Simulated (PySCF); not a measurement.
# Iridium: a sound run and one with changed settings

Sound run: Ir⁺ [Xe] 4f14 5d7 6s1, Ir²⁺ [Xe] 4f14 5d7. All numbers are calculated (PySCF 2.14, scalar relativity through the core potential, in aug-cc-pVDZ-PP with ECP60MDF). The sound run starts from symmetry-adapted Hartree-Fock orbitals and uses a fine grid where one is needed.

Changed run: radial step 0.5 in ln r (0.13 in the sound run). This setting is unsound on purpose.

```csv
species,method,sound run (hartree),changed run (hartree),converged
Ir⁺,UHF,-103.36234,-103.36234,yes
Ir⁺,LDA,-103.87818,-103.87792,yes
Ir⁺,TPSS,-104.06711,-104.08190,yes
Ir²⁺,UHF,-102.76324,-102.76324,yes
Ir²⁺,LDA,-103.20573,-103.20411,yes
Ir²⁺,TPSS,-103.41424,-103.42671,yes
```

Ionisation energy of Ir⁺:

```tsv
method	sound run (eV)	changed run (eV)
UHF	16.302	16.302
LDA	18.298	18.335
TPSS	17.765	17.829
```

A coarse radial grid mis-integrates the density and the exchange-correlation energy, with errors of either sign; Hartree-Fock needs no grid.

For comparison, NIST gives 17 ± 0.3 eV between the lowest levels.
